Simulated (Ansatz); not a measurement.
Cost and result for the atomization energy of C4H10Si, SMILES `CC(C)=C[SiH3]` (15 atoms, 14 bonds).

Cartesian coordinates in Å:
```
C 1.143 0.682 0.641
C -0.180 0.550 -0.046
C -0.888 1.844 -0.296
C -0.698 -0.628 -0.411
Si 0.088 -2.291 -0.150
H 1.024 1.174 1.612
H 1.632 -0.279 0.806
H 1.820 1.311 0.053
H -1.072 2.372 0.646
H -1.842 1.693 -0.801
H -0.271 2.510 -0.909
H -1.669 -0.611 -0.904
H -0.810 -3.340 -0.701
H 1.408 -2.404 -0.833
H 0.315 -2.586 1.293
```

The species carries charge 0 and has multiplicity 1. The structure was optimised at the PBE0-D4/def2-TZVP level. Program: Ansatz. All runs use 4 threads of an Arm Neoverse V2 on a shared host. Times are those of one run each, without the atoms' runs, and a repeat can differ threefold. Electronic energies, without spin–orbit coupling; frozen cores. CCSD(T)/CBS adds CCSD(T) − MP2 in def2-TZVPP to the MP2 limit, and its time is that of the two runs behind it. T1 = 0.011. B3LYP takes the VWN-RPA correlation (the form of Gaussian; ORCA's B3LYP/G). HSE06 is the plane-wave form, built on full-range PBE exchange.

CCSD(T)/CBS is a level of theory with its own doubt, some kJ/mol a heavy atom from the limit and from the frozen cores, so smaller differences don't rank the functionals.

```
                            level  functions  wall time  atomization (kJ/mol)  difference from CCSD(T)/CBS  per bond
           LDA (SPW92)/def2-TZVPP        306      1.9 s                6440.4                        717.7      51.3
               BLYP-D4/def2-TZVPP        306      2.5 s                5698.1                        -24.6      -1.8
              BHLYP-D4/def2-TZVPP        306      3.9 s                5623.5                        -99.2      -7.1
              HSE06-D4/def2-TZVPP        306        4 s                5749.3                         26.6       1.9
B3LYP-D4/def2-TZVPP (with forces)        306      6.5 s                5735.2                         12.5       0.9
              PBE-QIDH/def2-TZVPP        306      7.5 s                5708.0                        -14.7      -1.0
                 CCSD(T)/def2-SVP        124      7.5 s                5488.2                       -234.5     -16.7
               ωB97X-V/def2-TZVPP        306        9 s                5735.4                         12.7       0.9
                B97M-V/def2-TZVPP        306       10 s                5743.8                         21.1       1.5
 ωB97M-V/def2-TZVPP (with forces)        306       15 s                5737.2                         14.5       1.0
                   MP2/def2-QZVPP        598       45 s                5709.3                        -13.4      -1.0
               CCSD(T)/def2-TZVPP        306     12 min                5601.1                       -121.6      -8.7
                CCSD(T)/CBS(def2)          –     13 min                5722.7                          0.0       0.0
```

Leaving LDA and LC-ωPBE aside and taking each functional with its dispersion term where it has one, the values, not all of them listed here, spread over 177.7 kJ/mol, from BHLYP-D4 to PBE-D4. LDA lies +670.0 kJ/mol from PBE without D4, its usual overbinding. From PBE to PBE0 (25 % exact exchange), in def2-TZVPP and without D4, the atomization energy moves by −50.2 kJ/mol: exact exchange takes away binding that semilocal exchange gives to molecules. The D4 term adds +49.0 kJ/mol with B3LYP and +26.0 kJ/mol with PBE0; it sums over pairs of atoms, weighted by their polarisabilities, and B3LYP, whose exchange is more repulsive, gets the larger term.
